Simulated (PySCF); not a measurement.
A series of substituents X on one scaffold: SiH2(OH)-X. Isolated molecules, 0 K electronic values unless said otherwise. One relaxed conformer stands for each flexible species; it need not be the lowest. Strings in code marks are SMILES.

The S1–T1 gap (TDA) from two functionals at the same geometries (PBE0-D4/def2-TZVP), both in PySCF: PBE-D3(BJ)/def2-TZVP and PBE0-D4/def2-TZVP. Excitations are Tamm–Dancoff values on a coarser integration grid. The basis has no diffuse functions, so Rydberg states are missing or too high.

| species | PBE0-D4/def2-TZVP (eV) |
|---|---|
| X = H | 0.42 |
| X = vinyl | 2.25 |
| X = boryl (`[SiH2](B)O`) | 0.99 |
| X = germyl (`O[SiH2][GeH3]` (H–O–Si–Ge torsion 60°)) | 0.67 |

Q: What does PBE-D3(BJ)/def2-TZVP give for each?

A: 
- X = H: 0.35
- X = vinyl: 1.41
- X = boryl (`[SiH2](B)O`): 0.79
- X = germyl (`O[SiH2][GeH3]` (H–O–Si–Ge torsion 60°)): 0.53
Over these rows, drawn at random from the members with no instability flagged (it was tested for open shells, ions and some series alone), PBE minus PBE0-D4: mean -0.31 eV, from -0.84 eV to -0.08 eV.
